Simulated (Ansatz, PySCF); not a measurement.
Breaking the Si1–H3 bond in BrH3Si (SMILES [SiH3]Br) (multiplicity 1 held, fragments rigid). Energies count from the point at 1.476 Å.
Geometry at that point (charge 0, multiplicity 1):
```xyz
5

Si    -1.47703     0.04481     0.01785
Br     0.75716    -0.02297    -0.00915
H     -1.90317     1.42265    -0.29385
H     -1.93688    -0.34876     1.36352
H     -1.98207    -0.89727    -0.99932
```

Restricted levels (R-, RO-) in cc, def2 and unpolarised 6-31G sets keep to the state of the molecule at rest. Unrestricted levels (U-) break spin symmetry where that is lower. Active spaces are followed from a long bond inwards. Left out are points that failed, MP2 points in a non-variational dive below the minimum, coupled-cluster points behind a sign of a changed root (a jump of the amplitudes, or a one-step jump against full CI or MRCI), small-basis points behind a change of solution, and semi-empirical points at long bonds. Curves can end on different states.

Cores are frozen in the correlated methods. Filled d and f shells under p-block atoms count as core. Rows in LANL2DZ carry no dispersion term and start afresh at each structure. LANL2DZ brings its own core potentials from Na on.

The values were computed with Ansatz (Gaussian basis) for Hartree–Fock, density functionals and correlated methods; PySCF for LANL2DZ rows. Values without a source in brackets are computed.

Energies in kcal/mol.

```json
[
 {"R (Å)": "1.180", "U-HF/def2-TZVPP": "29.5", "R-PBE/def2-TZVPP": "31.1", "R-BP86/LANL2DZ": "31.8", "U-MP2/def2-TZVPP": "29.3", "FIC-MRCISD on CASSCF(2,2)/def2-TZVPP": "29.7", "FIC-MRCISD+Q on CASSCF(2,2)/def2-TZVPP": "29.6"},
 {"R (Å)": "1.328", "U-HF/def2-TZVPP": "5.5", "R-PBE/def2-TZVPP": "6.6", "R-BP86/LANL2DZ": "6.8", "U-MP2/def2-TZVPP": "5.5", "FIC-MRCISD on CASSCF(2,2)/def2-TZVPP": "5.8", "FIC-MRCISD+Q on CASSCF(2,2)/def2-TZVPP": "5.7"},
 {"R (Å)": "1.476", "U-HF/def2-TZVPP": "0.0", "R-PBE/def2-TZVPP": "0.0", "R-BP86/LANL2DZ": "0.0", "U-MP2/def2-TZVPP": "0.0", "FIC-MRCISD on CASSCF(2,2)/def2-TZVPP": "0.0", "FIC-MRCISD+Q on CASSCF(2,2)/def2-TZVPP": "0.0"},
 {"R (Å)": "1.623", "U-HF/def2-TZVPP": "4.5", "R-PBE/def2-TZVPP": "2.9", "R-BP86/LANL2DZ": "2.8", "U-MP2/def2-TZVPP": "4.3", "FIC-MRCISD on CASSCF(2,2)/def2-TZVPP": "3.8", "FIC-MRCISD+Q on CASSCF(2,2)/def2-TZVPP": "3.9"},
 {"R (Å)": "1.771", "U-HF/def2-TZVPP": "14.2", "R-PBE/def2-TZVPP": "10.5", "R-BP86/LANL2DZ": "10.4", "U-MP2/def2-TZVPP": "13.5", "FIC-MRCISD on CASSCF(2,2)/def2-TZVPP": "12.5", "FIC-MRCISD+Q on CASSCF(2,2)/def2-TZVPP": "12.6"},
 {"R (Å)": "1.992", "U-HF/def2-TZVPP": "32.9", "R-PBE/def2-TZVPP": "25.6", "R-BP86/LANL2DZ": "25.5", "U-MP2/def2-TZVPP": "31.2", "FIC-MRCISD on CASSCF(2,2)/def2-TZVPP": "28.8", "FIC-MRCISD+Q on CASSCF(2,2)/def2-TZVPP": "29.0"},
 {"R (Å)": "2.213", "U-HF/def2-TZVPP": "51.9", "R-PBE/def2-TZVPP": "41.4", "R-BP86/LANL2DZ": "41.2", "U-MP2/def2-TZVPP": "53.7", "FIC-MRCISD on CASSCF(2,2)/def2-TZVPP": "45.1", "FIC-MRCISD+Q on CASSCF(2,2)/def2-TZVPP": "45.5"},
 {"R (Å)": "2.582", "U-HF/def2-TZVPP": "67.9", "R-PBE/def2-TZVPP": "64.7", "R-BP86/LANL2DZ": "64.7", "U-MP2/def2-TZVPP": "79.6", "FIC-MRCISD on CASSCF(2,2)/def2-TZVPP": "67.3", "FIC-MRCISD+Q on CASSCF(2,2)/def2-TZVPP": "67.9"},
 {"R (Å)": "2.951", "U-HF/def2-TZVPP": "73.3", "R-PBE/def2-TZVPP": "82.6", "R-BP86/LANL2DZ": "82.8", "U-MP2/def2-TZVPP": "88.0", "FIC-MRCISD on CASSCF(2,2)/def2-TZVPP": "81.4", "FIC-MRCISD+Q on CASSCF(2,2)/def2-TZVPP": "82.2"},
 {"R (Å)": "3.394", "U-HF/def2-TZVPP": "75.2", "R-PBE/def2-TZVPP": "97.6", "R-BP86/LANL2DZ": "98.0", "U-MP2/def2-TZVPP": "91.2", "FIC-MRCISD on CASSCF(2,2)/def2-TZVPP": "89.6", "FIC-MRCISD+Q on CASSCF(2,2)/def2-TZVPP": "90.5"},
 {"R (Å)": "3.984", "U-HF/def2-TZVPP": "75.8", "R-PBE/def2-TZVPP": "109.5", "R-BP86/LANL2DZ": "110.2", "U-MP2/def2-TZVPP": "92.2", "FIC-MRCISD on CASSCF(2,2)/def2-TZVPP": "92.9", "FIC-MRCISD+Q on CASSCF(2,2)/def2-TZVPP": "93.9"},
 {"R (Å)": "4.722", "U-HF/def2-TZVPP": "76.0", "R-PBE/def2-TZVPP": "116.8", "R-BP86/LANL2DZ": "left out", "U-MP2/def2-TZVPP": "92.5", "FIC-MRCISD on CASSCF(2,2)/def2-TZVPP": "93.7", "FIC-MRCISD+Q on CASSCF(2,2)/def2-TZVPP": "94.8"}
]
```

Doubts at one or more of the structures used: a spin-contaminated determinant (U-HF/def2-TZVPP, U-MP2/def2-TZVPP); a restricted determinant that unrestricted orbitals would lower (R-PBE/def2-TZVPP).

Ansatz is a quantum-chemistry and plane-wave program.
